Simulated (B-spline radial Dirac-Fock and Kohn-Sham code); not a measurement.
# Ionisation energies of gold ions, computed and tabulated

Level of theory: Dirac-Fock (average of configuration) total-energy differences with a finite nucleus, the Breit interaction including its frequency dependence, and self-energy and vacuum-polarisation corrections; a radial finite-basis atomic code. Each value is the difference of the configuration-average energies of two neighbouring ions in their tabulated ground configurations. The model has no electron correlation. NIST's values refer to the lowest levels; many for high charge states are themselves semi-empirical or theoretical. Where a p, d or f shell is open in either ion the computed value averages over both j values and all terms, while the table refers to the lowest levels; that difference holds spin-orbit splitting (largest in heavy or highly charged ions), term energies where several electrons share open shells, and correlation, and it can reach 10 % or more.

```tsv
ion	configuration	computed (eV)	NIST (eV)	kind	NIST − computed (eV)
Au²¹⁺	[Kr] 4d10 4f12	613.8	600 ± 30	theoretical	-13.84
Au²²⁺	[Kr] 4d10 4f11	660.5	650 ± 40	theoretical	-10.53
Au²³⁺	[Kr] 4d10 4f10	708.4	710 ± 40	theoretical	+1.58
Au²⁴⁺	[Kr] 4d10 4f9	757.5	760 ± 40	theoretical	+2.53
Au²⁵⁺	[Kr] 4d10 4f8	807.7	820 ± 40	theoretical	+12.33
Au²⁶⁺	[Kr] 4d10 4f7	859.0	870 ± 40	theoretical	+10.98
Au²⁷⁺	[Kr] 4d10 4f6	911.5	930 ± 50	theoretical	+18.52
Au²⁸⁺	[Kr] 4d10 4f5	965.1	990 ± 50	theoretical	+24.94
Au²⁹⁺	[Kr] 4d10 4f4	1019.7	1040 ± 50	theoretical	+20.26
Au³⁰⁺	[Kr] 4d10 4f3	1075.5	1100 ± 50	theoretical	+24.50
Au³¹⁺	[Kr] 4d10 4f2	1132.4	1150 ± 60	theoretical	+17.65
Au³²⁺	[Kr] 4d10 4f1	1190.3	1210 ± 60	theoretical	+19.73
Au³³⁺	[Kr] 4d10	1484.4	1475 ± 5	theoretical	-9.37
Au³⁴⁺	[Kr] 4d9	1540.2	1527 ± 5	theoretical	-13.21
```

Problem. Where in this range is the largest relative jump, and why?

Solution. From Au³²⁺ (1190.3 eV) to Au³³⁺ (1484.4 eV), a factor of 1.25. The configuration goes from [Kr] 4d10 4f1 to [Kr] 4d10, so the next electron comes out of a deeper subshell.
